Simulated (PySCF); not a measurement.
Ag²⁺: excitation energy

Ag²⁺ [Kr] 4d9 (2D) → Ag²⁺ [Kr] 4d8 5s1 (4F), as a difference of total energies. All numbers are calculated (PySCF 2.14, scalar relativity through the core potential, in aug-cc-pVDZ-PP with ECP28MDF). Correlated levels: valence: 4s2 4p6 frozen. The calculations carry no spin-orbit coupling.

```
           method  excitation energy (eV)
              UHF                   7.407
    MP2 (valence)                   8.125
SCS-MP2 (valence)                   8.234
   CCSD (valence)                   7.994
CCSD(T) (valence)                   8.010
```

**Question.** How much does correlation contribute at CCSD(T) (valence)?

**Answer.** 8.010 − (7.407) = 0.603 eV, measured against UHF.
